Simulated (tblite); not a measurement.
Q: Write a Z-matrix for `CN[C@@H](C)C(F)(F)F` as optimised with GFN2-xTB.

A: 
Z-matrix in Å and degrees, rows numbered from 1:
```
C 
N   1  1.4503
C   2  1.4488  1  115.14
C   3  1.5262  2  111.22  1   151.98
C   3  1.5362  2  108.95  1   -88.72
F   5  1.3471  3  111.23  2  -179.12
F   5  1.3406  3  113.30  2    62.03
F   5  1.3359  3  112.80  2   -59.48
H   1  1.0879  2  109.54  3    64.52
H   1  1.1001  2  112.98  3   -56.69
H   1  1.0872  2  108.26  3  -177.47
H   2  1.0134  1  109.92  3   124.30
H   3  1.1066  2  112.42  1    28.07
H   4  1.0873  3  109.83  2   -64.76
H   4  1.0868  3  110.49  2   175.39
H   4  1.0877  3  109.65  2    55.17
```

N2 (secondary amine nitrogen) is pyramidal (angles 115.1°, 109.9° and 109.6°, sum 334.6°, 0.38 Å off the plane of its three neighbours). Of the pairs four or more bonds apart, F7···H9 is among the closest relative to their van der Waals radii: 2.38 Å, 89 % of the sum of Bondi's values.

The geometry is computed with GFN2-xTB (gas phase).

Point group: C1 (no symmetry element, even within 0.4 Å). Its GFN2-xTB frequencies are all real (lowest 39 cm⁻¹). One conformer, not necessarily the lowest (C1–N2–C3–C4 152°).
